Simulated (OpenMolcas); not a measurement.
**Ce²⁺: CASPT2 settings compared**

```
Program             : OpenMolcas
Basis               : ANO-R2 [8s6p5d2f1g]
Scalar Hamiltonian  : X2C, finite nucleus
Active space        : 2 electrons in 7 orbitals (4f)
State averaging     : 2S+1 = 3 even, 21 roots; 2S+1 = 1 even, 27 roots kept (CI in the orbitals of an earlier block)
Spin-orbit coupling : RASSI with atomic mean-field integrals over the reference wave functions, term energies averaged over their components
```

Methods on the same reference wave functions:
A. CASSCF
B. SS-CASPT2, IPEA 0.1 Eh, imaginary shift 0.15 Eh (closed shells correlated: 5s 5p)
C. SS-CASPT2, IPEA 0.15 Eh, sigma1 regulariser 0.1 Eh (closed shells correlated: 5s 5p)
D. XMS-CASPT2, IPEA 0.15 Eh, sigma2 regulariser 0.5 Eh (closed shells correlated: 5s 5p)

Energies in cm⁻¹ above 4f² ³H₄, the measured ground level; measured values from Martin, Zalubas and Hagan, Atomic Energy Levels: The Rare-Earth Elements, NSRDS-NBS 60 (1978).

| Level | A | B | C | D | Measured |
| --- | --- | --- | --- | --- | --- |
| 4f² ³H₄ | 0.0 | 0.0 | 0.0 | 0.0 | 0.0 |
| 4f² ³H₅ | 1664 | 1662 | 1668 | 1668 | 1528 |
| 4f² ³H₆ | 3438 | 3430 | 3440 | 3440 | 3127 |
| 4f² ³F₂ | 5609 | 4490 | 4430 | 4840 | 3763 |
| 4f² ³F₃ | 6666 | 5560 | 5500 | 5920 | 4765 |
| 4f² ¹D₂ | 19424 | 17170 | 17290 | 16730 | 12835 |
| 4f² ¹I₆ | 23288 | 20780 | 20800 | 20760 | 17421 |
| 4f² ³P₀ | 24710 | 21760 | 22680 | 21130 | 16072 |
| 4f² ³P₁ | 25010 | 22060 | 22980 | 21430 | 16524 |
| 4f² ³P₂ | 25871 | 22950 | 23840 | 22330 | 17317 |

Deviations, from unrounded energies. A percentage is the sum of absolute deviations over the sum of measured energies, with the sign that they share, or ± where signs differ.

| Against measurement | Levels | A | B | C | D |
| --- | --- | --- | --- | --- | --- |
| mean absolute deviation (cm-1) | 9 | 4700 | 2900 | 3300 | 2800 |
| fine structure of the ground term (%) | 2 | +9.6 | +9.4 | +9.7 | +9.7 |
| other terms of the ground configuration (%) | 7 | +47.2 | +29.4 | +32.5 | +27.5 |

D lies closest to measurement on these levels and A furthest from it. The largest miss of D in the table is 4f² ³P₀, by +5100 cm-1. The ranking rests on the paired levels alone, and a cruder setting can come out closer through cancelling errors.

Among B to D the level of the table that moves most is 4f² ³P₀, by 1600 cm-1 (lowest in D, highest in C). Moves below CASPT2's spread within the term are not significant.

The mean deviations of B to D differ by less than CASPT2's widest spread within a term (1500 cm-1), so their order carries little weight.

From A to B the spin-free energies of the other terms of 4f² shown, above ³H, scale by factors of 0.78 to 0.88, as is usual when dynamic correlation screens the repulsion within a d or f shell.

The lowest spin-free term lies below A's lowest term by 0.231 hartree in B, 0.230 hartree in C, 0.235 hartree in D.

CASPT2 does not keep the components of a term degenerate, so their means are used; among the terms shown or strongly mixed into the levels shown the widest spread is 1500 cm-1 (4f² ¹I, B). Terms from blocks run as CI alone lack orbitals of their own. Without dynamic correlation excited terms often stand tens of per cent too high (terms of higher spin than the ground term too low), and those without a measured partner can miss by more than the paired ones (holds for A). Some levels mix across a computed gap that differs much from the measured one, so their mixing is not that of the real levels (holds for A; C). Some terms miss by over 15 % even with CASPT2, which points to a basis or an active space too small for the shells correlated (holds for B; C; D). Computed and measured levels are paired by configuration, term and J; levels that our copy of the source lacks, or whose pairing is in doubt (as where it misses far off the trend of its configuration), stay unpaired and out of the deviations. Only configurations of the active space appear. Levels that lie high or do not pair safely by name in every column are left out.
